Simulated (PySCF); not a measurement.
This PySCF input asks for the NMR shieldings of `[H]/N=C(\C=C)B(Cl)Cl`, C3H4BCl2N; the geometry comes from GFN2-xTB.

```python
import basis_set_exchange as bse
import numpy as np
from pyscf import gto, dft
from pyscf.prop import nmr

atoms = """
C    -1.172913   -0.991437    0.752716
C    -1.016721    0.102209    0.016784
C     0.285348    0.620610   -0.427399
N     0.415520    1.676651   -1.122683
B     1.621985   -0.162127   -0.039455
Cl    2.096989   -1.539099   -0.937924
Cl    2.593283    0.387537    1.251759
H    -2.146764   -1.335050    1.059038
H    -0.331302   -1.583379    1.073475
H    -1.877064    0.684410   -0.294519
H    -0.462935    2.142346   -1.357754
"""
names = dict.fromkeys(["C", "N", "B", "Cl", "H"], "pcSseg-1")
basis = {el: gto.basis.parse(bse.get_basis(n, elements=[el], fmt="nwchem")) for el, n in names.items()}
mol = gto.M(atom=atoms, basis=basis, charge=0, verbose=0)
mf = dft.RKS(mol, xc="PBE0")
mf.grids.level = 2
mf.grids.alignment = dft.numint.BLKSIZE   # the property module wants whole blocks of grid points
mf.conv_tol = 1e-9
mf.kernel()

calc = nmr.RKS(mf)   # GIAO
C = mf.mo_coeff
Co = C[:, mf.mo_occ > 0]
resp = mf.gen_response(singlet=True, hermi=2)
def vind(x):   # induced exchange potential for any number of trial vectors
    d = np.einsum("pi,xij,qj->xpq", C, 2 * x.reshape(-1, C.shape[1], Co.shape[1]), Co, optimize=True)
    return np.einsum("xpq,pi,qj->xij", resp(d - d.transpose(0, 2, 1)), C, Co, optimize=True).ravel()
mo1, _ = nmr.rhf.solve_mo1(calc, with_cphf=vind)
sigma = calc.kernel(mo1)
for i, s in enumerate(sigma):   # ppm
    print("%2d %-2s %9.2f" % (i, mol.atom_pure_symbol(i), np.trace(s) / 3))
```

Q: What does it print?

A: 
```
 0 C      54.77
 1 C      38.13
 2 C      -3.57
 3 N    -121.40
 4 B      43.87
 5 Cl    655.19
 6 Cl    651.15
 7 H      25.73
 8 H      26.16
 9 H      25.61
10 H      20.21
```

These numbers come from an equivalent density-fitted implementation of the same equations, which agrees with the script to about 0.01 ppm for H and up to a few tenths of a ppm for heavy atoms, so last digits may differ.

Size and cost of the density-fitted run: 153 basis functions, 21 s wall time on 1 thread of an Arm Neoverse V1, shared host; peak memory 0.71 GiB.
